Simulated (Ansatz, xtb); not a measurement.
Species: GeH3 (charge -1, singlet). 
Coordinates optimised at B3LYP-D3(BJ)/def2-TZVP (Ansatz, a quantum-chemistry and plane-wave program):
```
Ge
H 1 1.6254
H 1 1.6254 2 92.28
H 1 1.6254 2 92.28 3 92.38
```
Charge -1, spin multiplicity 1.

Harmonic wavenumbers from GFN2-xTB (xtb, at its own minimum), cm⁻¹: 627, 635, 684, 897, 916, 987.

### Question
Give the harmonic wavenumbers at B3LYP-D3(BJ)/def2-TZVP (Ansatz, finite differences of forces, unscaled).

### Answer
843, 887, 887, 1716, 1716, 1723 cm⁻¹. Zero-point energy 11.1 kcal/mol.

### Question
From these and the geometry, give the ideal-gas thermochemistry at 298.15 K and 1 atm (rigid rotor, harmonic oscillator).

### Answer
Point group C3v, rotational symmetry number 3. Rotational constants 98.67, 98.67, 91.25 GHz. S(trans) 38.89, S(rot) 14.36, S(vib) 0.48, S(elec, spin only) 0.00, S 53.7 cal/(mol K). H(298) - H(0) 2.49 kcal/mol; G - E(el) -2.4 kcal/mol.
